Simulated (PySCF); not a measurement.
An unknown shows these calculated signals:

¹H NMR (500 MHz, computed): δ 5.12 (q, 1H), 5.09 (s, 3H), 4.62 (s, 6H), 0.29 (d, 3H).

¹³C{¹H} NMR (computed): δ 1.5 (CH3).

- coordinates at the PBE0-D3(BJ)/def2-SVP level
- PBE0/pcSseg-1 with gauge-including orbitals
- code: PySCF 2.14.0 with density-fitted response routines
- no solvent model, non-relativistic, one conformer, one averaged value for each set of equivalent atoms

References, each an isolated molecule treated in the same way: TMS for ¹H and ¹³C.

Question: Which of these does the molecule contain: a C≡C triple bond, a Si–CH3 group, a carboxylic acid, a Si–H bond, a CH3CH2 unit?

Answer: 
- A C≡C triple bond: no.
- A Si–CH3 group: yes (δC 1.5; δH 0.29 (d)).
- A carboxylic acid: no.
- A Si–H bond: yes (δH 5.12 (q)).
- A CH3CH2 unit: no.

The data belong to SMILES C[Si@@H](O[SiH3])N([SiH3])[SiH3], CH₁₃NOSi₄; they needn't prove each group on their own.

Carbon signals by region: 1 below 50 ppm.

Shifts are as computed. Against solution values, carbons near 30 ppm lie about +2 ppm off and those near 130 ppm about +5 ppm. Of 1211 compounds with measured shifts, 218 miss one by over three times the rms of a fit or turn the order of signals round; such compounds aren't used in these exercises. Multiplicities follow the n + 1 count of equivalent neighbours, as no J values were calculated; m marks all less simple cases, F and P coupling included.
